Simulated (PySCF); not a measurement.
**Shapes and spin states of BrMnN**

Level of theory: PBE0/[Mn def2-SVP, N def2-SVP, Br def2-SVP], no relativity, density fitting, PySCF.

Relaxations began from a few typed shapes and spin states; open shells are unrestricted. The search is not exhaustive: other isomers or separated fragments can lie lower, and high-lying points may rest on an excited occupation.

```tsv
spin	group	bonds	angles	imaginary modes (cm⁻¹)	ΔE (kJ/mol)	ΔE with ZPE (kJ/mol)
broken-symmetry Ms = 3/2 (⟨S²⟩ 5.30)	C∞v	Mn–Br 2.341 Å, Mn–N 1.796 Å	Br–Mn–N 180.0°	none	0.0	0.0
broken-symmetry Ms = 1/2 (⟨S²⟩ 1.73)	Cs	Mn–Br 2.285 Å, Mn–N 1.508 Å	Br–Mn–N 126.3°	none	97.7	99.4
broken-symmetry Ms = 1/2 (⟨S²⟩ 2.67)	C∞v	Mn–Br 2.315 Å, Mn–N 1.611 Å	Br–Mn–N 180.0°	69i, 69i	108.9	–
```

The lowest minimum found is the broken-symmetry Ms = 3/2 (⟨S²⟩ 5.30) C∞v: Mn–Br 2.341 Å, Mn–N 1.796 Å; Br–Mn–N 180.0°.

For the lowest minimum: the determinant is spin-contaminated (⟨S²⟩ = 5.30, pure value 3.75). Open d and f shells are described by one determinant, and the ground state may have another occupation or spin.
